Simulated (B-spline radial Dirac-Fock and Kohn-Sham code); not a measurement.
## Atomic SCF run for Sb⁷⁺

ΔSCF core binding energies without Breit or QED terms, calculated with a radial atomic solver. Keys: rel is the Hamiltonian (dirac, or spin-free x2c and nr, where L3 and M5 stand for the whole 2p and 3d shells), method is hf or an exchange,correlation pair (spin-unpolarised, also for the hole states), nuc the nuclear model, radius_factor scales its radius, rmax is the box in bohr, h the logarithmic mesh step, order the B-spline order, points the quadrature points per cell, c_factor scales the speed of light, and damp, ndamp, maxit and tol steer the iteration. The run stops when the commutator error falls below 10·tol·max(1, Z/10), or the numerical noise floor, and the energy has settled to about 1e-8 Ha; the virial ratio is −V/T.

Input (task.json):

```json
{"items": [{"Z": 51, "q": 7, "cfg": [[1, 0, 2], [2, 0, 2], [2, 1, 6], [3, 0, 2], [3, 1, 6], [3, 2, 10], [4, 0, 2], [4, 1, 6], [4, 2, 8]], "A": 121, "rrms": 4.6802, "do": "settings", "holes": ["K", "L3", "M5"],
  "settings": [{"rel": "dirac", "method": "hf", "nuc": "fermi", "radius_factor": 1000.0, "rmax": 45.0, "h": 0.3, "order": 8, "points": 10, "c_factor": 1.0, "maxit": 83, "damp": 0.5, "ndamp": 3, "tol": 1e-08}]}]}
```

Command: `python xray2_run.py task.json out`

Ground-state iterations:

```
iter   energy (Ha)        error
   1    -3739.30639984  5.06e+00
   2    -3790.05557255  1.44e+00
   3    -3802.50487057  3.70e-01
   4    -3803.63242079  9.35e-02
   5    -3803.71509416  4.90e-02
   6    -3803.73362403  1.88e-03
   7    -3803.73364069  2.63e-04
   8    -3803.73364134  7.81e-06
   9    -3803.73364134  7.31e-07
  10    -3803.73364134  4.34e-08
```

The ground state converged in 10 iterations, with total energy -3803.73364 Ha, virial ratio 2.52414 and highest orbital energy -135.59 eV. ΔSCF binding energies: K (1s) 6967.1 eV, L3 (2p3/2) 3163.3 eV. Holes are computed only in closed shells, and unreliable hole states are left out.

Task: One setting is unsound. Which, and why?

Result: radius_factor inflates the nucleus far beyond its size, which weakens the binding of the inner electrons. With the default settings (Dirac Hartree-Fock): The ground state converged in 10 iterations, with total energy -6467.28973 Ha, virial ratio 1.94753 and highest orbital energy -142.14 eV. ΔSCF binding energies: K (1s) 30714.7 eV, L3 (2p3/2) 4262.4 eV. Holes are computed only in closed shells, and unreliable hole states are left out.
